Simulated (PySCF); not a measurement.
C₃H₉NSi₂, SMILES CC1=NC[SiH2][SiH2]1. Atoms are numbered in the order given.

```xyz
15

C      2.6119    -0.5372     0.0116
C      1.1244    -0.3758    -0.0852
N      0.4435    -1.2478    -0.7166
C     -0.9943    -1.1555    -0.8509
Si    -1.8106     0.3802     0.0002
Si     0.2510     1.1395     0.7389
H      2.9282    -0.5913     1.0664
H      2.9284    -1.4505    -0.5117
H      3.1258     0.3335    -0.4280
H     -1.4338    -2.0888    -0.4576
H     -1.2372    -1.1685    -1.9278
H     -2.7716    -0.0114     1.0753
H     -2.5079     1.2676    -0.9792
H      0.4894     1.1545     2.2153
H      0.7564     2.4239     0.1631
```
Charge 0, spin multiplicity 1.

Geometry optimised at PBE0-D3(BJ)/def2-SVP. The structure was generated by enumeration, and PubChem lists no compound with its InChIKey, so it may never have been made. Other conformers were not sampled.

These are SMD-B3LYP/6-31G* (PySCF) values and carry that method's errors.

Solvation free energies are E(SMD) − E(gas) at the gas-phase geometry, for 1 M in both phases. In vacuum the dipole moment is 0.49 D.

Question: Estimate the solvation free energies in water, 2-propanol, ethanol. (The exact figures need the calculation; the answer reports its results.)

Answer: 
```
solvent     ΔG(solv) (kcal/mol)  its non-electrostatic (CDS) part  dipole (D)
----------  -------------------  --------------------------------  ----------
water                       0.2                               3.5        0.81
2-propanol                 -3.2                              -0.1        0.78
ethanol                    -3.1                               0.0        0.79
```
